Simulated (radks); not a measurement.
Computed order of ionisation of tin. At each step one electron was removed from each of the four highest sub-shells of the ion before, moves of one valence electron (up to charge 6) and the configuration listed by NIST were tried, and the lowest configuration was kept. All-electron calculation, Dirac Kohn-Sham, PBE, spin-unpolarised, spherical densities, finite nucleus; Fermi nuclear charge, rms radius of each element as measured or else 0.836 A^(1/3) + 0.57 fm. Program: a radial shooting solver on a logarithmic mesh with Libxc functionals. Sub-shells are occupied by j as written (lower j first in brackets).

species        lowest configuration found  NIST configuration  margin to the next tried (eV)  IE (eV)  NIST IE (eV)    kind
Sn       [Kr] 4d10 5s2 5p(1/2: 2, 3/2: 0)                same                          7.065    7.095         7.344    exp.
Sn+      [Kr] 4d10 5s2 5p(1/2: 1, 3/2: 0)                same                          7.211   14.350        14.633    exp.
Sn2+                        [Kr] 4d10 5s2                same                          7.863   30.970        30.506    exp.
Sn3+                        [Kr] 4d10 5s1                same                          8.602   41.122         40.74    exp.
Sn4+                            [Kr] 4d10                same                         22.396   76.565         77.03    exp.
Sn5+              [Kr] 4d(3/2: 4, 5/2: 5)                same                          1.147   95.934            94  theory
Sn6+              [Kr] 4d(3/2: 4, 5/2: 4)                same                          1.216   116.29           113  theory
Sn7+              [Kr] 4d(3/2: 4, 5/2: 3)                same                          1.287   137.57           135  theory
Sn8+              [Kr] 4d(3/2: 4, 5/2: 2)                same                          1.360   159.70           156  theory
Sn9+              [Kr] 4d(3/2: 4, 5/2: 1)                same                          1.434   182.64           184  theory
Sn10+             [Kr] 4d(3/2: 4, 5/2: 0)                same                          1.510   207.93           208  theory
Sn11+             [Kr] 4d(3/2: 3, 5/2: 0)                same                         67.614   232.53           232  theory
Sn12+             [Kr] 4d(3/2: 2, 5/2: 0)                same                         68.373   257.84           258  theory
Sn13+             [Kr] 4d(3/2: 1, 5/2: 0)                same                         69.084   283.84           282  theory

Reference values: NIST Atomic Spectra Database (exp. = measured, semi-emp. = semi-empirical, theory = theoretical value adopted there). Spin polarisation and multiplet splitting are left out, so open shells lie too high by an amount that depends on their filling.

Beside tabulated values, note that spin-unpolarised runs miss the spin-polarisation part of the exchange energy of open shells.
